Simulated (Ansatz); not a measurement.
C2H5AlO2. Charge 0, multiplicity 1. The bonds changed during the relaxation, so this is another structure than the one it started from. Geometry: relaxed with PBE0-D4/def2-TZVP.

```xyz
10

C    -0.182   -1.405    1.000
C    -0.028   -0.211    0.134
O    -0.505   -0.159   -1.043
O     0.591    0.826    0.534
Al    0.206    1.607   -1.158
H    -0.770   -1.127    1.878
H     0.800   -1.720    1.355
H    -0.673   -2.212    0.462
H    -0.918    2.715   -1.071
H     1.478    1.684   -2.091
```

**Question.** What is the dipole moment at PBE/def2-TZVPP? (Best estimate.)

**Answer.** Ansatz gave: 2.84 D, with components (-0.28, -2.27, 1.69) D in this frame, pointing from negative to positive charge.

**Question.** And with r2SCAN, B3LYP, ωB97M-V? (Best estimate.)

**Answer.** The calculation gave: r2SCAN 2.98 D, B3LYP 2.95 D, ωB97M-V 3.03 D.

**Question.** Give the Mulliken charges with PBE, r2SCAN, ωB97M-V in def2-TZVPP. (Best estimate.)

**Answer.** Ansatz gave: 
```json
{"atom": "C1", "PBE": "-0.25", "r2SCAN": "-0.15", "ωB97M-V": "-0.28"}
{"atom": "C2", "PBE": "0.37", "r2SCAN": "0.50", "ωB97M-V": "0.46"}
{"atom": "O3", "PBE": "-0.29", "r2SCAN": "-0.38", "ωB97M-V": "-0.36"}
{"atom": "O4", "PBE": "-0.30", "r2SCAN": "-0.39", "ωB97M-V": "-0.37"}
{"atom": "Al5", "PBE": "0.42", "r2SCAN": "0.53", "ωB97M-V": "0.44"}
{"atom": "H6", "PBE": "0.11", "r2SCAN": "0.08", "ωB97M-V": "0.13"}
{"atom": "H7", "PBE": "0.11", "r2SCAN": "0.08", "ωB97M-V": "0.13"}
{"atom": "H8", "PBE": "0.11", "r2SCAN": "0.08", "ωB97M-V": "0.13"}
{"atom": "H9", "PBE": "-0.14", "r2SCAN": "-0.18", "ωB97M-V": "-0.14"}
{"atom": "H10", "PBE": "-0.14", "r2SCAN": "-0.18", "ωB97M-V": "-0.14"}
```

B3LYP here is the variant with VWN-RPA as its local correlation; programs differ in this.
